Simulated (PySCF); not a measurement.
Sb(Cl)(OH)2 (ClH₂O₂Sb), SMILES [OH][Sb]([OH])[Cl].

Geometry: B3LYP-D3(BJ)/def2-SVP. The def2 effective core potentials stand for the cores of Sb; spin–orbit coupling is left out. One conformer was computed; it need not be the lowest.

The numbers are results of M06-2X/def2-TZVPD in PySCF, not measurements.

Computed frontier levels, gap, dipole moment and polarisability:
| Quantity | Value |
|---|---|
| highest occupied level | -9.88 eV |
| lowest empty level | -0.90 eV |
| orbital gap | 8.99 eV |
| dipole moment | 0.90 D |
| quadrupole, principal values (traceless, Buckingham form, about the centre of nuclear charge) | -7.16, -3.55, 10.71 D·Å |
| mean static polarisability | 63.1 bohr³ (9.36 Å³) |
| polarisability, principal values | 55.4, 60.3, 73.8 bohr³ |
